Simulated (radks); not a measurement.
Isoelectronic series with 32 electrons, all held in the configuration [Ar] 3d10 4s2 4p2, which need not be the ground one along the series. Method: scalar-relativistic Kohn-Sham, PBE, spin-polarised, spherical densities, finite nucleus; open shells are filled with parallel spins first (spin-orbit coupling, left out, can overturn this in heavy ions); Fermi nuclear charge, rms radius of each element as measured or else 0.836 A^(1/3) + 0.57 fm; computed with a radial shooting solver on a logarithmic mesh with Libxc functionals. Total energies (hartree) and mean radii <r> (bohr) (* marks an orbital that is empty in some or all of the ions):

ion,E (hartree),4p down*,4p up,4s down,4s up
Ge,-2098.84784,2.939,2.851,2.108,2.123
Br3+,-2603.89195,1.771,1.759,1.545,1.548
Sr6+,-3169.33560,1.362,1.357,1.246,1.247
Nb9+,-3795.58596,1.124,1.122,1.053,1.054
Ru12+,-4483.30602,0.9631,0.9617,0.9155,0.9157
Ag15+,-5233.31831,0.8451,0.8441,0.8108,0.8109
Sn18+,-6046.56435,0.7539,0.7533,0.7280,0.7281
I21+,-6924.11372,0.6811,0.6806,0.6606,0.6607
Ba24+,-7867.1593,0.6213,0.6209,0.6046,0.6046
Pr27+,-8877.0297,0.5713,0.5710,0.5570,0.5570
Sm30+,-9955.1562,0.5286,0.5284,0.5161,0.5161
Tb33+,-11103.2378,0.4919,0.4917,0.4805,0.4805
Er36+,-12322.9424,0.4598,0.4597,0.4491,0.4492
Lu39+,-13616.3321,0.4316,0.4314,0.4213,0.4213
W42+,-14985.6662,0.4065,0.4063,0.3964,0.3964
Ir45+,-16433.2906,0.3840,0.3839,0.3739,0.3739
Hg48+,-17961.9068,0.3638,0.3637,0.3535,0.3535
